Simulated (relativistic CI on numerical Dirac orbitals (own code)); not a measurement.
# Hyperfine structure of Tc2+, mass number 99

Calculated at this level of theory: Dirac-Coulomb-Breit CI, KLI orbitals optimised for each configuration, QED by a radiative potential, valence Slater integrals scaled by 0.85, P86 correlation energy added to each configuration (own radial code, finite nucleus).

Configurations in the expansion (outside the closed core [Ar] 3d10 4s2): 4p⁶4d⁵, 4p⁶4d⁴5s, 4p⁶4d⁴5p, 4p⁶4d⁴4f, 4p⁶4d³5s², 4p⁶4d⁴5d, 4p⁶4d⁴6s, 4p⁶4d³5s5p, 4p⁶4d⁴6p, 4p⁶4d⁴6d, 4p⁶4d⁴5f, 4p⁶4d⁴5g, 4p⁶4d³5p², 4p⁵4d⁶, 4p⁶4d³5s6s. Levels of other configurations are missing.

Nuclear spin I = 9/2, μ = 5.678 μN, Q = -0.129 b (tables of Stone and Pyykkö). The electronic factors are computed for point nuclear moments, without core polarisation; leaving it out makes A of s and p electrons in near-neutral atoms 20 to 40 % too small, and it can dominate for d and f shells.

```tsv
Level	E (cm⁻¹)	A (MHz)	B (MHz)
4p⁶4d⁵ ⁴G5/2	20223.8	659.9	-5.33
4p⁶4d⁵ ⁴G7/2	20370.3	515.8	-7.98
4p⁶4d⁵ ⁴G11/2	20451.9	512.3	2.57
4p⁶4d⁵ ⁴G9/2	20467.9	486.8	-6.25
4p⁶4d⁵ ⁴P5/2	22402.9	241	-53.1
4p⁶4d⁵ ⁴P3/2	22650.9	411.5	-31.6
4p⁶4d⁵ ⁴P1/2	22996.7	-315	
4p⁶4d⁵ ⁴D7/2	24614.5	316.6	-16.3
```

Levels with J = 0, under 50 % of one LS term, or S terms without an open s electron are left out. Small factors come from cancelling terms and can be off by tens of per cent or more.

Correlation outside the listed configurations is missing or only estimated: errors of thousands of cm⁻¹ between configurations and terms are usual at this charge. Rates and lifetimes follow the computed energies and can be off by large factors. The fine structure of a lone outer electron comes out too small, for d and f at times inverted, and misplaced configurations move strength between like terms.

(1) Give the hyperfine levels of 4p⁶4d⁵ ⁴G5/2 relative to its centre of gravity.

Results:

(1) With K = F(F + 1) − I(I + 1) − J(J + 1), E = AK/2 + B[¾K(K + 1) − I(I + 1)J(J + 1)]/[2I(2I − 1)J(2J − 1)]: F = 2: -9076, F = 3: -7095, F = 4: -4454, F = 5: -1153, F = 6: 2806, F = 7: 7422 MHz.

LS names give the leading component of a level, which can be under half, so a name can repeat, a term be missing and a line seem to break the LS rules.
